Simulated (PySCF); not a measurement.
H3NOSi, SMILES N[Si]O (connectivity only; charge and spin as stated), neutral, multiplicity 1.

Geometry optimised at r2SCAN-D4/def2-TZVP. One conformer was computed; it need not be the lowest.

Method: TDDFT-ωB97X/def2-SVPD (PySCF).

Vertical excitations. Gas-phase values at a fixed geometry. State labels are in the subgroup Cs.

Question: Give excitation energies, oscillator strengths and character. (An estimate is asked for; the answer gives what the named calculation found.)

Answer: 
```tsv
state	symmetry	energy (eV)	λ (nm)	f	main pairs
S1	A"	5.32	233	0.132	HOMO→LUMO 99 %
S2	A'	6.73	184	0.091	HOMO→LUMO+2 59 %, HOMO−1→LUMO 35 %
S3	A'	6.98	178	0.141	HOMO→LUMO+1 53 %, HOMO−1→LUMO 22 %, HOMO→LUMO+2 16 %
S4	A'	7.26	171	0.270	HOMO−1→LUMO 40 %, HOMO→LUMO+1 39 %, HOMO→LUMO+2 17 %
S5	A"	7.53	165	0.041	HOMO−1→LUMO+1 82 %
S6	A'	7.83	158	0.387	HOMO→LUMO+3 87 %
S7	A"	8.01	155	0.011	HOMO−1→LUMO+2 78 %
S8	A"	8.13	152	0.003	HOMO−2→LUMO 94 %
S9	A'	8.30	149	0.014	HOMO→LUMO+4 60 %, HOMO→LUMO+5 20 %
S10	A'	8.85	140	0.075	HOMO−3→LUMO 89 %
T1	A"	3.29	377	0	HOMO→LUMO 97 %
T2	A'	5.44	228	0	HOMO→LUMO+2 78 %
T3	A'	5.74	216	0	HOMO−1→LUMO 95 %
T4	A'	6.57	189	0	HOMO→LUMO+1 82 %
```
Triplets are in the Tamm–Dancoff approximation, which puts them higher than full response would, so one can lie above its singlet here.
